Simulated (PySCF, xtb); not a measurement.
Al(Cl)(H)(iPr) (C3H8AlCl), SMILES C[CH](C)[AlH][Cl]. One conformer was computed; it need not be the lowest.

Harmonic wavenumbers (cm⁻¹) from GFN2-xTB in xtb 6.7.1 at its own minimum, in rising order: 13, 73, 114, 223, 233, 293, 359, 420, 482, 560, 666, 910, 924, 967, 980, 1089, 1154, 1220, 1288, 1400, 1412, 1487, 1498, 1499, 1505, 1799, 2852, 2977, 2980, 2985, 2991, 2996, 3003.

Task: What does PySCF with PBE0-D3(BJ)/def2-SVP give at its own minimum? (The exact figures need the calculation; the answer reports its results.)

Result: 20, 100, 181, 230, 240, 289, 338, 468, 510, 587, 681, 907, 916, 962, 985, 1121, 1180, 1229, 1305, 1385, 1403, 1454, 1471, 1472, 1482, 1953, 2989, 3028, 3032, 3109, 3113, 3128, 3143. Paired by order, the mean absolute difference is 43 cm⁻¹ and the zero-point energies are 62.0 and 63.5 kcal/mol.
